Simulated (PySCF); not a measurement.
A structure optimised at PBE-D3(BJ)/def2-SVP, used in a PySCF frequency run:

```xyz
12

C      1.9586    -1.2019     0.7860
Si     0.7267     0.0784     0.2797
F      1.3909     1.1517    -0.7495
F      0.2250     0.9582     1.5574
O     -0.5905    -0.6053    -0.4363
Si    -2.1761    -0.2298    -0.8643
H      1.5116    -1.8994     1.5215
H      2.8492    -0.7300     1.2455
H      2.2878    -1.7890    -0.0939
H     -3.0907    -0.5170     0.2921
H     -2.2903     1.2186    -1.2495
H     -2.5467    -1.0988    -2.0289
```

Task: Write its SMILES and formula.

Result: C[Si](F)(F)O[SiH3], CH6F2OSi2

Task: What are its rotational constants (standard atomic weights)?

Result: 3.5119, 1.3425, 1.3175 GHz
